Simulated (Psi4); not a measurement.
Dimer: NH3 (SMILES N) (first 4 atoms) with CH4O (SMILES CO); geometry from B3LYP-D3(BJ)/def2-TZVP.
(charge 0, multiplicity 1):
```xyz
10

N      0.022    -0.124     0.076
H     -0.345    -0.959    -0.366
H     -0.359     0.677    -0.414
H      1.027    -0.119    -0.063
C      0.318     0.014     3.675
O     -0.833    -0.055     2.864
H      0.975    -0.857     3.549
H     -0.007     0.040     4.716
H      0.912     0.919     3.486
H     -0.549    -0.078     1.930
```

The numbers are results of Psi4 with SAPT0/jun-cc-pV(D+d)Z, not measurements.

**Question.** Give the four SAPT terms and the total, and say what mostly holds the pair together.

**Answer.** electrostatics -557.5, exchange 540.9, induction -181.2, dispersion -101.0, total -298.8 meV; the largest attraction is electrostatics.
